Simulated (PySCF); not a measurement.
AsF$_{3}$, triplet, geometry from GFN2-xTB (a higher spin typed on purpose: for a closed-shell molecule this is an excited state); WB97X-V/STO-3G (PySCF).

Input for PySCF:
```python
from pyscf import gto, scf, dft

mol = gto.M(
    atom='''
F    -1.75854617   -0.86921053    0.20925575
As    0.07555063   -0.21534643    0.07876260
F     1.94209977    0.34601691   -0.01789853
F    -0.46057259    1.31279719   -0.48015343
''',
    basis='sto-3g',
    spin=2,
    verbose=4,
)

mf = dft.UKS(mol)
mf.xc = 'wb97x_v'
mf.kernel()
```

It wrote (shortened):

```
PySCF version 2.14.0

[INPUT] verbose = 4
[INPUT] num. atoms = 4
[INPUT] num. electrons = 60
[INPUT] charge = 0
[INPUT] spin (= nelec alpha-beta = 2S) = 2
[INPUT] symmetry False subgroup None
[INPUT] Mole.unit = angstrom
[INPUT] Symbol           X                Y                Z      unit          X                Y                Z       unit  Magmom
[INPUT]  1 F     -1.758546170000  -0.869210530000   0.209255750000 AA   -3.323170638703  -1.642569846288   0.395436057490 Bohr   0.0
[INPUT]  2 As     0.075550630000  -0.215346430000   0.078762600000 AA    0.142769999238  -0.406945774603   0.148839742859 Bohr   0.0
[INPUT]  3 F      1.942099770000   0.346016910000  -0.017898530000 AA    3.670036671881   0.653877194368  -0.033823319732 Bohr   0.0
[INPUT]  4 F     -0.460572590000   1.312797190000  -0.480153430000 AA   -0.870356055582   2.480827146199  -0.907358480471 Bohr   0.0

nuclear repulsion = 296.378750604801
number of shells = 17
number of NR pGTOs = 99
number of NR cGTOs = 33
basis = sto-3g
ecp = {}

******** <class 'pyscf.dft.uks.UKS'> ********
method = UKS
initial guess = minao
damping factor = 0
level_shift factor = 0
DIIS = <class 'pyscf.scf.diis.CDIIS'>
diis_start_cycle = 1
diis_space = 8
diis_damp = 0
SCF conv_tol = 1e-09
SCF conv_tol_grad = None
SCF max_cycles = 50
direct_scf = True
direct_scf_tol = 1e-13
number electrons alpha = 31  beta = 29
XC library pyscf.dft.libxc version 7.1.2
    S. Lehtola, C. Steigemann, M. J. T. Oliveira, and M. A. L. Marques,  SoftwareX 7, 1–5 (2018)
XC functionals = wb97x_v
    N. Mardirossian and M. Head-Gordon,  Phys. Chem. Chem. Phys. 16, 9904–9924 (2014)
radial grids:
    Treutler-Ahlrichs [JCP 102, 346 (1995); DOI:10.1063/1.469408] (M4) radial grids

becke partition: Becke, JCP 88, 2547 (1988); DOI:10.1063/1.454033
pruning grids: <function nwchem_prune>
grids dens level: 3
symmetrized grids: False
atomic radii adjust function: <function treutler_atomic_radii_adjust>
** Following is NLC and NLC Grids **
NLC functional = wb97x_v
radial grids:
    Treutler-Ahlrichs [JCP 102, 346 (1995); DOI:10.1063/1.469408] (M4) radial grids

becke partition: Becke, JCP 88, 2547 (1988); DOI:10.1063/1.454033
pruning grids: <function nwchem_prune>
grids dens level: 3
symmetrized grids: False
atomic radii adjust function: <function treutler_atomic_radii_adjust>
small_rho_cutoff = 0
Set gradient conv threshold to 3.16228e-05
tot grids = 63216
tot grids = 63216
init E= -2502.37927969216

cycle= 1 E= -2505.34035537626  delta_E= -2.96  |g|= 0.247  |ddm|= 1.95
cycle= 2 E= -2505.38527360477  delta_E= -0.0449  |g|= 0.125  |ddm|= 0.611
cycle= 3 E= -2505.39958754527  delta_E= -0.0143  |g|= 0.0229  |ddm|= 0.22
cycle= 4 E= -2505.40067535143  delta_E= -0.00109  |g|= 0.0104  |ddm|= 0.0648
cycle= 5 E= -2505.40096663604  delta_E= -0.000291  |g|= 0.00507  |ddm|= 0.0419
cycle= 6 E= -2505.40102507328  delta_E= -5.84e-05  |g|= 0.00134  |ddm|= 0.0196
cycle= 7 E= -2505.40103372331  delta_E= -8.65e-06  |g|= 0.000553  |ddm|= 0.00867
cycle= 8 E= -2505.40103579759  delta_E= -2.07e-06  |g|= 0.000267  |ddm|= 0.00455
cycle= 9 E= -2505.40103643258  delta_E= -6.35e-07  |g|= 7.96e-05  |ddm|= 0.00328
cycle= 10 E= -2505.40103647676  delta_E= -4.42e-08  |g|= 2.44e-05  |ddm|= 0.000881
cycle= 11 E= -2505.40103647943  delta_E= -2.67e-09  |g|= 1.26e-05  |ddm|= 0.000171
cycle= 12 E= -2505.40103647969  delta_E= -2.6e-10  |g|= 7.03e-06  |ddm|= 4.17e-05
Extra cycle  E= -2505.40103647976  delta_E= -6.82e-11  |g|= 5.01e-06  |ddm|= 2.31e-05
converged SCF energy = -2505.40103647976  <S^2> = 2.0357326  2S+1 = 3.0237279
```
